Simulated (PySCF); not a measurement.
Se(I)(Me) (CH3ISe), SMILES [Se](I)C. Coordinates come from a PBE0-D3(BJ)/def2-SVP optimisation. The def2 effective core potentials stand for the cores of I; spin–orbit coupling is left out.

**Question.** Give the equilibrium geometry at PBE0-D3(BJ)/def2-SVP (PySCF confirms it by a frequency run) as bond lengths and angles, and its point group. (An estimate is asked for; the answer gives what the named calculation found.)

**Answer.** point group Cs.
Atoms: Se1 I2 C3 H4 H5 H6. Bonds (Å): Se1–I2 2.528, Se1–C3 1.941, C3–H4 1.101, C3–H5 1.097, C3–H6 1.097. Bond angles (°): I2–Se1–C3 98.6, Se1–C3–H4 105.0, Se1–C3–H5 110.8, Se1–C3–H6 110.8, H4–C3–H5 109.5, H4–C3–H6 109.5, H5–C3–H6 111.0.
